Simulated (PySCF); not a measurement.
Species: 5,5-difluoro-1,3-dioxane, C4H6F2O2.
Atom-mapped SMILES: `[F:1][C:2]1([F:3])[CH2:4][O:5][CH2:6][O:7][CH2:8]1` (hydrogens: H9, H10 on C4; H11, H12 on C6; H13, H14 on C8)

Cartesian coordinates in Å at the PBE0-D3(BJ)/def2-SVP level; atoms count from 1:
```
atom  x, y, z in Å
F1    -1.261    1.556   -0.784
C2    -0.673    0.924    0.256
F3    -1.042    1.570    1.389
C4    -1.150   -0.518    0.312
O5    -0.582   -1.256   -0.733
C6     0.807   -1.171   -0.733
O7     1.260    0.131   -0.920
C8     0.838    0.984    0.106
H9    -2.243   -0.547    0.206
H10   -0.874   -0.932    1.303
H11    1.209   -1.576    0.226
H12    1.172   -1.769   -1.577
H13    1.141    2.010   -0.146
H14    1.288    0.707    1.081
```

Computed with PySCF at PBE0/pcSseg-1 and PBE0/def2-SVPD, non-relativistic, on one gas-phase PBE0-D3(BJ)/def2-SVP geometry that isn't relaxed in the solvent. The solvent is an IEF-PCM continuum (van der Waals radii × 1.2). Only the electrostatic response of the medium enters.

Gas phase at PBE0/pcSseg-1: HOMO -8.06 eV, LUMO 1.26 eV, dipole 2.31 D.

Q: What does the continuum do to the energy, the frontier levels and the dipole at PBE0/pcSseg-1 in chloroform and dimethylsulfoxide?

A: 
```
          solvent      ε  E(solvent) − E(gas) (kJ/mol)  polarisation term (kJ/mol)  distortion of the solute (kJ/mol)  HOMO (eV)  LUMO (eV)  dipole (D)
       chloroform  4.711                        -18.57                      -20.31                               1.74      -7.98       1.58        2.80
dimethylsulfoxide  46.83                        -26.31                      -30.10                               3.79      -7.97       1.70        3.04
```

The polarisation term is half the interaction of the solute with the surface charges that it induces; the rest is the cost of distorting the solute's density. The sum is the electrostatic part of solvation alone. From chloroform to dimethylsulfoxide the lowering changes by a factor 1.42, Onsager's factor (ε − 1)/(2ε + 1) by 1.36 and ε itself by 9.9.

Q: Which radius a makes the point-dipole formula ΔE = −[(ε − 1)/(2ε + 1)]·μ²/a³ give the value in dimethylsulfoxide, with the gas-phase dipole?

A: μ = 0.911 au and |ΔE| = 0.01002 Eh give a = 1.81 Å; the farthest nucleus lies 2.65 Å from the centroid of the nuclei, so such a sphere wouldn't even hold the nuclei. The formula assumes a rigid point dipole at the centre of a sphere.

Q: Give the dipole vector in the frame of the coordinates (D, pointing from negative to positive charge), gas and dimethylsulfoxide.

A: Gas (1.09, -1.22, 1.64), solvent (1.36, -1.50, 2.27). Its length changes by +31 % and its direction by 3°.

Q: Which IAO charges (PBE0/pcSseg-1) respond most in chloroform (means over atoms taken as equivalent)?

A: 
```tsv
atoms	environment	gas (e)	solvent (e)	change
O5/O7	cyclic ether oxygen	-0.384	-0.396	-0.012
H11/H12	methylene hydrogen	+0.135	+0.144	+0.009
H9/H10/H13/H14	methylene hydrogen	+0.151	+0.159	+0.008
F1/F3	fluorine of a CF2 group	-0.299	-0.306	-0.007
C6	sp3 carbon bearing two oxygens	+0.129	+0.124	-0.005
C4/C8	sp3 carbon bound to oxygen	-0.090	-0.094	-0.004
```

Q: Which Mayer bond orders change most in chloroform?

A: 
```csv
bond,length (Å),gas,solvent,change
F1–C2,1.352,0.949,0.937,-0.012
O7–C8,1.400,0.941,0.932,-0.009
C4–O5,1.400,0.940,0.932,-0.008
O5–C6,1.391,0.968,0.962,-0.006
C6–O7,1.392,0.967,0.961,-0.006
C2–C4,1.520,0.979,0.984,+0.005
C8–C2,1.519,0.979,0.984,+0.005
C2–F3,1.356,0.929,0.925,-0.004
```

Q: How do the nuclear quadrupole coupling constants eQVzz/h respond in chloroform?

A: 
```json
{"nucleus": "17O at O5", "Q (barn)": "-0.0256", "gas (MHz)": "-11.70", "solvent (MHz)": "-11.58", "η gas": "0.96", "η solvent": "0.96"}
{"nucleus": "17O at O7", "Q (barn)": "-0.0256", "gas (MHz)": "-11.71", "solvent (MHz)": "-11.58", "η gas": "0.96", "η solvent": "0.96"}
```

Gas phase at PBE0/def2-SVPD: HOMO -8.20 eV, LUMO 0.55 eV, dipole 2.42 D.

Q: What does the continuum do to the energy, the frontier levels and the dipole at PBE0/def2-SVPD in chloroform and dimethylsulfoxide?

A: 
```tsv
solvent	ε	E(solvent) − E(gas) (kJ/mol)	polarisation term (kJ/mol)	distortion of the solute (kJ/mol)	HOMO (eV)	LUMO (eV)	dipole (D)
chloroform	4.711	-18.85	-21.04	2.19	-8.12	0.79	3.00
dimethylsulfoxide	46.83	-26.98	-31.91	4.93	-8.11	0.84	3.31
```

Q: How does the static polarisability (PBE0/def2-SVPD, frozen core, with the continuum's full static response) change?

A: 
```csv
medium,isotropic (au),principal values (au),⟨r²⟩ of the electrons (bohr²)
gas,55.6,"51.4, 55.4, 60.0",793.0
chloroform,66.6,"62.7, 66.2, 70.9",792.8
dimethylsulfoxide,71.9,"69.0, 71.1, 75.5",792.7
```

The isotropic value in dimethylsulfoxide is 1.29 times the gas-phase one; no cavity-field correction is applied. ⟨r²⟩ is taken about the centre of nuclear charge.

The run took about 40 s of CPU time (one thread, shared machine). This is the whole shielding run at PBE0/pcSseg-1 in dimethylsulfoxide, SCF included.
